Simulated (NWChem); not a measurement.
Species: C$_{4}$H$_{7}$Cl; SMILES ClCC1CC1

```xyz
12

Cl    -0.3471     1.6197     0.0000
C      1.0563     0.5068     0.0000
C      0.6759    -0.9506     0.0000
C     -0.5073    -1.4786     0.7511
C     -0.5073    -1.4786    -0.7511
H      1.6485     0.7573     0.8919
H      1.6485     0.7573    -0.8919
H      1.5696    -1.5864     0.0000
H     -0.4002    -2.4301     1.2783
H     -1.1516    -0.7478     1.2476
H     -1.1516    -0.7478    -1.2476
H     -0.4002    -2.4301    -1.2783
```
Atoms are numbered in this order, from 1.

Coordinates come from a PBE0/def2-SVP optimisation. Not confirmed as a minimum by frequencies.

Question: Give the principal values of the shielding tensors (ppm) of Cl1, C2, C3, C4 from BHandHLYP/pcSseg-1, GIAO (NWChem), with their diamagnetic and paramagnetic parts as GIAO splits them.

Answer: 
| atom | σ11 | σ22 | σ33 | isotropic | diamagnetic | paramagnetic |
|---|---|---|---|---|---|---|
| Cl1 | 846.1 | 864.3 | 1104.3 | 938.2 | 1146.5 | -208.3 |
| C2 | 101.8 | 137.5 | 164.4 | 134.6 | 246.0 | -111.5 |
| C3 | 141.7 | 156.9 | 223.3 | 174.0 | 249.0 | -75.1 |
| C4 | 159.0 | 177.2 | 215.7 | 184.0 | 246.8 | -62.8 |
